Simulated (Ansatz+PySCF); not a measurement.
The numbers below are computed, except where a source is named.
## Ansatz (development build ahead of 0.2.0) run

```yaml
crystal:
  periodic: [false, false, false]
  atoms:
    - { symbol: Be, position_ang: [0.0, 0.0, -0.67927] }
    - { symbol: H, position_ang: [0.0, 0.0, 2.71708] }
basis:
  gaussian: { orbitals: "6-31G" }
magnetization:
  spin_polarized: true
  initial_magnetization: 1
hamiltonian:
  xc: hf
correlation:
  method: mp2
  frozen_orbitals: { Be: 0, H: 0 }
output:
  forces: true
```

The input is written out in the form of the current development build from the run's settings.

Output:

| Quantity | Value |
| --- | --- |
| Converged | yes |
| Reference energy | -15.06617 hartree |
| Correlation energy | -0.01899 hartree |
| Total energy | -15.08516 hartree |
| Spin squared of the determinant | 0.945 |
| Stability test | minimum |

Forces (eV/Å):
```json
{"atom": "Be1", "Fx": "0.000", "Fy": "0.000", "Fz": "-0.023"}
{"atom": "H2", "Fx": "0.000", "Fy": "0.000", "Fz": "0.023"}
```

Caution: bonds are stretched, where a single reference can fail; the unrestricted determinant is spin contaminated.
